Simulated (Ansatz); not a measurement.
Geometry optimisation, RKS B3LYP-D4/def2-SVP in Ansatz 0.2.0.

input.yaml

```yaml
crystal:
  periodic: [false, false, false]
  atoms:
    - { symbol: C, position_ang: [-0.4026, 0.41386, -0.2204] }
    - { symbol: S, position_ang: [0.27299, -0.35201, 1.28809] }
    - { symbol: Se, position_ang: [1.7389, -1.75608, 0.44418] }
    - { symbol: H, position_ang: [-1.14595, 1.14017, 0.09636] }
    - { symbol: H, position_ang: [0.39797, 0.90469, -0.76716] }
    - { symbol: H, position_ang: [-0.86131, -0.35063, -0.84108] }
total_charge: -1
basis:
  gaussian: { orbitals: def2-SVP }
hamiltonian:
  xc: b3lyp
  dispersion: d4
relax:
  f_tol: 0.015
  max_steps: 40
```

Run as:

```bash
$ ansatz run input.yaml --threads 1 --pin off --max-ram 2048MiB --backend cpu --events-out ev --progress --plain --runs-dir out
```

Where does it end, and by what steps?

The run converged. Limits of this set-up: an anion without diffuse functions, the dipole of an ion depends on the origin. After 4 steps the energy has fallen by 0.058 eV; Se3 moved furthest, 0.07 Å.

| step | energy less start (eV) | largest force component (eV/Å) | accepted |
| --- | --- | --- | --- |
| 0 | 0.0000 | 0.664 | yes |
| 1 | -0.0505 | 0.259 | yes |
| 2 | -0.0572 | 0.082 | yes |
| 3 | -0.0575 | 0.052 | yes |
| 4 | -0.0576 | 0.009 | yes |

```xyz
6
Properties=species:S:1:pos:R:3
C -0.407 0.418 -0.205
S 0.273 -0.351 1.308
Se 1.788 -1.808 0.453
H -1.172 1.165 0.084
H 0.390 0.918 -0.783
H -0.871 -0.343 -0.857
```

Run time: 17 s on 1 thread of Arm Neoverse V2 (shared host), peak memory 0.16 GiB.
